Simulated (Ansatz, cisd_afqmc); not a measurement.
Species: TlI, charge 1, doublet. TlI+ (parent SMILES [I][Tl], doublet).
B3LYP-D3(BJ)/def2-TZVP minimum from Ansatz (an electronic-structure program):
```
Tl
I 1 3.4191
```
Charge +1, spin multiplicity 2.

Total energies in def2-SVP, 9 correlated electrons, 18 frozen orbitals. Open shells are spin-unrestricted; no spin-orbit coupling. Cores are frozen in correlated methods (noble-gas shells, and filled d and f shells in the p block). Past Kr the def2 sets carry scalar-relativistic core potentials. The Monte Carlo rows (phaseless AFQMC, CISD trial, step 0.005/hartree) carry one-sigma bars that omit the constraint's bias. Outlying blocks are dropped, and bars are widened where a walk drifts. Over all cases where full CI ran beside it in this data, AFQMC minus full CI had a median of +0.1 mEh and passed +0.4 mEh in a tenth of the cases. Spin-orbit terms, left out, reach several kcal/mol for Br and I, and more for heavier atoms. The spin of ITl+ (parent SMILES [I][Tl], doublet) was assumed, and the state is the lowest solution found for it.

```csv
method,program,energy (Eh),minus CCSDTQ (mEh)
HF,Ansatz,-467.98575,121.12
MP2,Ansatz,-468.08470,22.17
CCSD,Ansatz,-468.10505,1.82
CCSD(T),Ansatz,-468.10644,0.44
CCSDT(Q),Ansatz,-468.10686,0.01
CCSDTQ,Ansatz,-468.10687,0.00
AFQMC/CISD,cisd_afqmc,-468.1068 ± 0.0001,0.1 ± 0.1
```

Rough core times of Ansatz's runs on a shared machine: CCSD(T) under 20 s, CCSDT(Q) 50 s, CCSDTQ 10 min.
